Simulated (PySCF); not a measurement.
**Atomic charges by several schemes**

Compound: C4H3O3S2 (charge -1).
Atom-mapped SMILES: `[O:1]=[S:2](=[O:3])([O-:4])[c:5]1[cH:6][cH:7][s:8][cH:9]1` (hydrogens: H10 on C6; H11 on C7; H12 on C9)

Structure used (GFN2-xTB), in Å, numbered top down from 1:
```
atom  x, y, z in Å
O1    -2.4909    1.1233    0.5510
S2    -1.9366   -0.1068   -0.0010
O3    -2.1482   -1.2920    0.8234
O4    -2.1998   -0.3070   -1.4222
C5    -0.1405    0.1327    0.0603
C6     0.7791   -0.8445   -0.3810
C7     2.0688   -0.4502   -0.2451
S8     2.1868    1.1370    0.4285
C9     0.4540    1.2459    0.5205
H10    0.4643   -1.7916   -0.7785
H11    2.9708   -0.9766   -0.4934
H12   -0.0066    2.1291    0.9113
```

Density: PBE0/pcSseg-1 (PySCF); schemes: Mulliken, IAO, Hirshfeld and ESP-fitted. Isolated species at its GFN2-xTB geometry, gas phase. The pcSseg-1 basis has no diffuse functions, a weakness for an anion.

**Question.** Give the atomic charges in each scheme.

**Answer.** In e; atoms taken as equivalent share a row and are averaged (×n: the atom named and its like, n in all):

```csv
atom,environment,Mulliken,IAO,Hirshfeld,ESP-fitted
O1/O3/O4,oxygen bonded to S,-0.633,-0.966,-0.419,-0.667
S2,sulfonyl sulfur,+1.320,+2.222,+0.435,+1.205
C5,substituted aromatic carbon,-0.402,-0.261,-0.058,-0.077
C6,aromatic CH carbon,+0.058,-0.165,-0.073,-0.131
C7,aromatic CH next to a ring sulfur,-0.287,-0.339,-0.107,-0.265
S8,thiophene-type sulfur,+0.153,+0.253,+0.027,-0.060
C9,aromatic CH next to a ring sulfur,-0.216,-0.313,-0.097,-0.213
H10,aromatic hydrogen,+0.073,+0.169,+0.051,+0.151
H11,aromatic hydrogen,+0.100,+0.153,+0.035,+0.186
H12,aromatic hydrogen,+0.101,+0.180,+0.043,+0.204
```

Mean size of the charges over all atoms: IAO 0.579 e, Mulliken 0.384 e, ESP-fitted 0.374 e, Hirshfeld 0.182 e. Each set sums to the total charge, -1, to within 0.001 e. The Hirshfeld scheme weights the molecular density at each point by an atom's share of the summed free-atom densities.

Lowest charge. All schemes agree: Mulliken O1/O3/O4 (-0.633); IAO O1/O3/O4 (-0.966); Hirshfeld O1/O3/O4 (-0.419); ESP-fitted O1/O3/O4 (-0.667).

Highest charge. All schemes agree: Mulliken S2 (+1.320); IAO S2 (+2.222); Hirshfeld S2 (+0.435); ESP-fitted S2 (+1.205).

**Question.** Sum the charges by element.

**Answer.** 
```json
{"element": "O", "atoms": "3", "Mulliken": "-1.900", "IAO": "-2.899", "Hirshfeld": "-1.258", "ESP-fitted": "-2.000"}
{"element": "S", "atoms": "2", "Mulliken": "+1.473", "IAO": "+2.475", "Hirshfeld": "+0.462", "ESP-fitted": "+1.145"}
{"element": "C", "atoms": "4", "Mulliken": "-0.847", "IAO": "-1.078", "Hirshfeld": "-0.334", "ESP-fitted": "-0.685"}
{"element": "H", "atoms": "3", "Mulliken": "+0.274", "IAO": "+0.502", "Hirshfeld": "+0.129", "ESP-fitted": "+0.541"}
```

**Question.** How many electrons does the Mulliken scheme count on O4?

**Answer.** Its own charge is -0.632 e, so Z − q = 8.632.

The run behind these numbers computed NMR shieldings as well. On one thread, Arm Neoverse V2, on a shared host, this took 27 s of wall time.
